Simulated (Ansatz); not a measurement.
`F[CH2][ZnH]` + CH₃SH → `C[S][ZnH]` + `CF` at 600 K and 1 bar (ligand exchange at a Zn–C bond).

Computed with Ansatz on PBE0-D4/def2-TZVP structures; ΔE is electronic, products minus reactants. CCSD(T)/CBS adds triple-zeta CCSD(T) − MP2 to the extrapolated MP2 energy (def2 sets, frozen cores). This one scheme is used for every species. For Zn outer-core shells are correlated without core-valence functions, which leaves a few kJ/mol of doubt a bond. Scalar relativity is left out up to krypton.

| species | CCSD(T)/CBS energy (Eh) | H − E (kJ/mol) | S (J/(mol·K)) |
| --- | --- | --- | --- |
| `F[CH2][ZnH]` | -1917.98456 | 129.1 | 341.2 |
| CH₃SH | -438.22835 | 152.3 | 296.8 |
| `C[S][ZnH]` | -2216.62619 | 161.9 | 375.7 |
| `CF` | -139.63461 | 127.6 | 254.6 |

H − E and S are ideal-gas, rigid-rotor, harmonic terms from PBE0-D4/def2-TZVP. 1 Eh = 2625.50 kJ/mol, R = 8.31446 J/(mol·K).

Question: By hand: ΔE, ΔH, ΔS and ΔG.

Answer: ΔE = (-2216.62619) + (-139.63461) − (-1917.98456) − (-438.22835) = -0.04789 Eh = -125.7 kJ/mol. Δ(H − E) = 161.9 + 127.6 − 129.1 − 152.3 = 8.1, so ΔH = -117.6 kJ/mol. ΔS = 375.7 + 254.6 − 341.2 − 296.8 = -7.7 J/(mol·K). ΔG = -117.6 − 600 × (-7.7)/1000 = -113.0 kJ/mol.

Question: By hand: the equilibrium constant, and the temperature at which ΔG would vanish if ΔH and ΔS stayed fixed.

Answer: log₁₀ K = −ΔG/(RT ln 10) = 9.8. ΔG = 0 at ΔH/ΔS = 15273 K, far beyond where these terms or the molecules hold.

The number of gas molecules stays the same, so ΔS is small and ΔH decides. A doubt of 5 kJ/mol in ΔE shifts log₁₀ K by 0.4 here. These are equilibria of isolated gas molecules and say nothing of rates. Largest T1 diagnostic: 0.014 (customary marks: 0.02 for closed shells, 0.045 for open ones).
